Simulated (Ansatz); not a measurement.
## One step, two centres

Four-centre ligand exchange, with the central atom changed down its group and all else kept; in the first member these bonds form or tighten: B–S, H–N; these break or loosen: B–N, H–S.

Gas-phase electronic energies, without zero-point energy, by CCSD(T) at an estimated basis limit (MP2 extrapolated from triple and quadruple zeta, plus CCSD(T) − MP2 in triple zeta); Ansatz 0.2.0, def2-TZVPP and QZVPP, frozen cores, on PBE0-D4/def2-TZVP structures. Extrapolation: Hartree–Fock as exp(−7.88 √X), correlation as X^−2.97. All energies, in kJ/mol, count from the separated reactants, without counterpoise correction; the start and end structures are the complexes reached by relaxing down from the saddle, and deeper ones may exist. Brackets give SMILES, or, where every atom is bracketed, only which atoms are joined. Steps whose reference was doubtful or whose search ended elsewhere are left out.

| reactants | products | start structure | saddle | end structure | saddle by PBE-D4/TZ |
| --- | --- | --- | --- | --- | --- |
| BNH₄ ([BH2][NH2]) + H₂S | BH₃S ([BH2][SH]) + NH₃, still joined by a dative B–N bond | -11.5 | ? | -40.6 | 54.3 |
| GaNH₄ ([NH2][GaH2]) + H₂S | GaH₃S ([SH][GaH2]) + NH₃, still joined by a dative Ga–N bond | -23.0 | -9.2 | -141.4 | -33.2 |

**Question.** What is the height of the saddle for BNH₄ ([BH2][NH2]) + H₂S? (Judge from chemistry; the value comes from the calculation.)

**Answer.** The calculation gives: 92.4 kJ/mol relative to the separated reactants, the higher of the two; above its start structure the barrier is 92.4 − (-11.5) ≈ 103.9 kJ/mol.

**Question.** How do the PBE-D4 saddles lie against the coupled-cluster estimate?

**Answer.** Both lower, by 24.1 to 38.1 kJ/mol.

The T1 diagnostic stays at or below 0.015. The filled d shells of Ga are correlated in sets not built for that, so values that involve them are less sure.

For scale, one of the runs: CCSD(T)/def2-TZVPP, 205 basis functions, launched by `ansatz run in.yaml --threads 4 --pin off --events-out ev --progress --plain --max-ram 9574MiB`. The run took 110 s on 4 CPU threads of an AMD EPYC (shared host), with 2.6 GiB of host memory at its peak.
